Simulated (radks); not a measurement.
Q: The mean radii <r> (bohr) of the occupied orbitals of an atom or ion are listed with their occupations. All-electron calculation, non-relativistic Kohn-Sham, B86b exchange with PBE correlation, spin-polarised, spherical densities, point nucleus. Program: a radial shooting solver on a logarithmic mesh with Libxc functionals.

orbital  occ.      <r>
1s          2  0.01823
2s          2  0.07663
2p          6  0.06471
3s          2   0.1925
3p          6   0.1831
3d         10   0.1595
4s          2   0.4197
4p          6   0.4220
4d         10   0.4252
4f         14   0.4317
5s          2   0.9249
5p          6   0.9879
5d         10    1.200
6s          2    2.231

Name the element and its charge. Open shells, if any, are filled with parallel spins first.

A: Z = 83, bismuth, charge +3: Bi3+ in [Hg]. The 1s radius gives Z: for a bare nucleus <r> = 1.5/Z, 0.01807 bohr for Z = 83, and screening makes it slightly larger (0.01823 here). The occupations add up to 80, and the charge is Z minus that.
